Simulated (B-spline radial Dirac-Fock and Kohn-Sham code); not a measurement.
# Width and fluorescence yield of the M4 (3d3/2) hole, Tc to Pm

Level of theory: one-electron (LDA, Dirac) transition rates at Dirac-Fock energies; a B-spline atomic structure program. Free neutral atoms. Recommended widths: Campbell and Papp (2001); yields: xraylib tables.

```
 Z  element  Γ (eV)  recommended Γ         ω  Coster-Kronig yield
43       Tc   0.162          0.500  0.000296                0.000
46       Pd   0.331          0.260  0.000236                0.000
47       Ag   0.371          0.300  0.000249                0.000
48       Cd   0.411          0.340  0.000265                0.000
49       In   0.452          0.380  0.000286                0.000
50       Sn   0.491          0.430  0.000312                0.000
51       Sb   0.529          0.470  0.000343                0.000
52       Te   0.566          0.520  0.000378                0.000
53        I   0.602          0.560  0.000418                0.000
54       Xe   0.637          0.600  0.000463                0.000
55       Cs   0.672          0.630  0.000508                0.001
56       Ba   0.706          0.670  0.000556                0.002
57       La       ?              ?         ?                    ?
58       Ce   0.779          0.720   0.00122                0.014
59       Pr   0.794          0.750   0.00245                0.002
60       Nd   0.830          0.780   0.00329                0.002
61       Pm    1.02          0.820   0.00362                0.147
```

Problem. What does the model give for La?

Solution. Γ = 0.753 eV, ω = 0.000596, Coster-Kronig yield 0.015; the recommended width is 0.700 eV.

Values without a named source are computed, but for edge energies of neutral atoms, which are taken from tables.
